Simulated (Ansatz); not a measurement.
`C[Si](C)(C)C#Cc1ccc(-c2ccc(-c3ccc(C#C[Si](C)(C)C)cc3)cc2)cc1`, relaxed as a singlet with RKS PBE-D4/def2-SVP in Ansatz, starting from the GFN2-xTB geometry. Force threshold 0.03 eV/Å.

Single mean-field runs in def2-SVP are fitted with def2-universal-jkfit.

Start:

Cartesian coordinates in Å:
```
C -4.655 -4.998 -8.496
Si -5.539 -3.475 -7.764
C -5.674 -2.089 -9.066
C -7.262 -3.958 -7.102
C -4.526 -2.840 -6.345
C -3.865 -2.424 -5.420
C -3.093 -1.939 -4.341
C -2.040 -2.699 -3.828
C -1.289 -2.223 -2.775
C -1.568 -0.984 -2.198
C -0.768 -0.481 -1.075
C 0.616 -0.641 -1.056
C 1.370 -0.162 -0.005
C 0.764 0.481 1.073
C 1.565 0.984 2.195
C 1.120 0.843 3.510
C 1.872 1.313 4.565
C 3.094 1.946 4.332
C 3.865 2.429 5.414
C 4.520 2.839 6.345
Si 5.531 3.469 7.767
C 5.127 5.315 8.021
C 7.376 3.258 7.335
C 5.090 2.461 9.324
C 3.544 2.093 3.019
C 2.789 1.615 1.969
C -0.621 0.634 1.058
C -1.372 0.168 0.000
C -2.624 -0.231 -2.713
C -3.375 -0.696 -3.772
H -5.204 -5.412 -9.337
H -3.659 -4.744 -8.845
H -4.551 -5.783 -7.754
H -6.253 -2.406 -9.929
H -6.153 -1.206 -8.654
H -4.691 -1.792 -9.420
H -7.764 -3.105 -6.655
H -7.902 -4.340 -7.893
H -7.186 -4.728 -6.339
H -1.822 -3.664 -4.264
H -0.486 -2.826 -2.376
H 1.107 -1.129 -1.885
H 2.441 -0.305 -0.007
H 0.184 0.340 3.703
H 1.525 1.194 5.581
H 5.698 5.735 8.844
H 5.362 5.891 7.131
H 4.074 5.464 8.240
H 8.014 3.614 8.139
H 7.635 3.815 6.440
H 7.623 2.216 7.155
H 5.663 2.792 10.185
H 5.294 1.405 9.180
H 4.037 2.561 9.571
H 4.486 2.588 2.834
H 3.136 1.749 0.955
H -1.109 1.141 1.878
H -2.446 0.290 0.012
H -2.839 0.739 -2.290
H -4.187 -0.105 -4.170
```

| step | energy (eV) | largest force component (eV/Å) | SCF passes |
| --- | --- | --- | --- |
| 1 | -45209.1466 | 2.798 | 21 |
| 2 | -45209.6346 | 0.291 | 22 |
| 3 | -45209.6770 | 0.108 | 22 |
| 4 | -45209.6796 | 0.120 | 21 |
| 5 | -45209.6832 | 0.070 | 20 |
| 6 | -45209.6860 | 0.057 | 20 |
| 7 | -45209.6873 | 0.044 | 20 |
| 8 | -45209.6882 | 0.018 | 21 |

Force components are those of the run's own axes.

End:

```xyz
60

C    -4.734   -5.031   -8.593
Si   -5.607   -3.520   -7.863
C    -5.752   -2.151   -9.160
C    -7.320   -3.996   -7.217
C    -4.599   -2.887   -6.450
C    -3.926   -2.464   -5.503
C    -3.149   -1.976   -4.413
C    -1.973   -2.651   -3.997
C    -1.214   -2.168   -2.929
C    -1.589   -0.997   -2.228
C    -0.782   -0.490   -1.096
C     0.623   -0.646   -1.068
C     1.386   -0.165   -0.001
C     0.782    0.492    1.096
C     1.589    0.998    2.228
C     1.074    1.012    3.547
C     1.831    1.488    4.618
C     3.148    1.976    4.414
C     3.925    2.464    5.504
C     4.601    2.888    6.449
Si    5.608    3.519    7.863
C     5.203    5.348    8.124
C     7.439    3.304    7.439
C     5.166    2.521    9.407
C     3.669    1.966    3.094
C     2.903    1.486    2.030
C    -0.624    0.646    1.069
C    -1.386    0.170   -0.001
C    -2.764   -0.327   -2.648
C    -3.528   -0.800   -3.716
H    -5.313   -5.440   -9.447
H    -3.721   -4.766   -8.958
H    -4.626   -5.832   -7.834
H    -6.355   -2.497  -10.025
H    -6.243   -1.252   -8.735
H    -4.753   -1.849   -9.533
H    -7.832   -3.121   -6.767
H    -7.954   -4.381   -8.043
H    -7.247   -4.785   -6.441
H    -1.669   -3.569   -4.521
H    -0.322   -2.727   -2.610
H     1.130   -1.138   -1.912
H     2.475   -0.320   -0.007
H     0.066    0.615    3.738
H     1.417    1.480    5.636
H     5.793    5.760    8.969
H     5.439    5.940    7.217
H     4.127    5.488    8.353
H     8.076    3.674    8.269
H     7.703    3.870    6.523
H     7.684    2.237    7.265
H     5.752    2.874   10.281
H     5.381    1.443    9.260
H     4.089    2.623    9.651
H     4.684    2.350    2.918
H     3.323    1.514    1.013
H    -1.127    1.168    1.896
H    -2.479    0.294    0.021
H    -3.068    0.601   -2.142
H    -4.432   -0.259   -4.033
```

By distances, no bond broke or formed. The bond that changes most is C19–C20, from 1.21 to 1.24 Å (atoms count from 1).

No frequencies were taken in this run, so the end may be a saddle point.

It took 43 s on 2 threads of AMD EPYC 7R13 on a shared host and a share (18 GiB) of an NVIDIA H100 80GB HBM3, peak host memory 1.1 GiB.
